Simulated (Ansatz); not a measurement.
Calculated with Ansatz (gas phase, PBE0-D4/def2-TZVP geometries, no zero-point term in ΔE). CBS: MP2 limit from def2 TZ/QZ plus the TZ coupled-cluster correction, frozen cores. This one scheme is used for every species. Functionals use def2-TZVPP. Open shells (•) are unrestricted, without spin–orbit coupling. One conformer a species, not always the lowest.

`CN(C)B(F)S` → `F[B]S`• + `C[N]C`•  (homolysis of the B–N bond)

| level | ΔE (kJ/mol) | difference from CCSD(T)/CBS |
| --- | --- | --- |
| r2SCAN-D4 | 491.2 | -43.3 |
| PBE0-D4 | 511.8 | -22.7 |
| ωB97X-V | 524.9 | -9.6 |
| ωB97M-V | 533.8 | -0.7 |
| B2PLYP | 510.7 | -23.8 |
| HF/def2-TZVPP | 396.8 | -137.7 |
| MP2/def2-TZVPP | 555.5 | 21.0 |
| SCS-MP2/def2-TZVPP | 544.5 | 10.0 |
| HF/def2-QZVPP | 395.6 | -138.9 |
| SCS-MP2/def2-QZVPP | 550.7 | 16.2 |
| CCSD(T)/CBS | 534.5 | 0 |

Largest T1 diagnostic among the species: 0.017.

The D4 term adds +18.3 kJ/mol with B3LYP and +10.1 kJ/mol with PBE0; it sums over pairs of atoms, weighted by their polarisabilities, and B3LYP, whose exchange is more repulsive, gets the larger term. In def2-TZVPP, CCSD(T) changes the Hartree–Fock value by +127.6 kJ/mol (the triples alone add +9.5 kJ/mol) and MP2 by +158.7 kJ/mol; breaking electron pairs costs correlation energy, which Hartree–Fock lacks. From PBE to PBE0 (25 % exact exchange), in def2-TZVPP and without D4, ΔE moves by +7.7 kJ/mol.

B3LYP here is the variant with VWN-RPA as its local correlation; programs differ in this.
